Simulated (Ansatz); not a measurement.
W3N3, relaxed as a doublet with UKS r2SCAN-D4/def2-SVP in Ansatz, starting from the GFN1-xTB geometry. Force threshold 0.02 eV/Å.

In the def2 sets W takes a core potential; there is no spin–orbit coupling. The charge 0 doublet is spin-contaminated (final ⟨S²⟩ up to 1.03, 0.75 for a pure state). The relaxation made no stability test and no search for a lower SCF solution. No other spin state of charge 0 was run. Another isomer (doublet) lies 0.24 eV lower at PBE0-D4/def2-TZVP; other spin states weren't run for this one.

Start:

```
atom   x (Å)   y (Å)   z (Å)
  W1   0.958  -1.238   0.568
  W2  -0.628  -0.646  -1.401
  W3  -0.445   1.000   0.657
  N4   1.442   0.639   0.880
  N5  -1.060  -1.034   0.545
  N6  -0.267   1.278  -1.249
```

```tsv
step	energy (eV)	largest force component (eV/Å)	SCF passes
1	-9940.9523	3.393	107
2	-9941.7244	0.898	58
3	-9941.7742	0.435	51
4	-9941.8202	0.486	58
5	-9941.8416	0.468	59
6	-9941.8617	0.246	54
7	-9941.8673	0.375	57
8	-9941.8899	0.345	60
9	-9941.9101	0.377	50
10	-9941.9209	0.148	57
11 (rejected)	-9941.9156	0.438	54
12	-9941.9245	0.115	56
13	-9941.9258	0.100	57
14	-9941.9263	0.062	53
15	-9941.9264	0.016	54
```

Force components are those of the run's own axes.

End:

```xyz
6

W     0.9372   -1.0999    0.4964
W    -0.5176   -0.7350   -1.3627
W    -0.2804    0.9457    0.7201
N     1.5599    0.6718    0.9446
N    -1.2656   -0.9033    0.3498
N    -0.4335    1.1208   -1.1482
```

By distances, no bond broke or formed. The bond that changes most is W1–N5, from 2.03 to 2.22 Å (atoms count from 1).

No frequencies were taken in this run, so the end may be a saddle point.

Hardware: 4 threads of Arm Neoverse V1 on a shared host. Wall time 2.4 min.
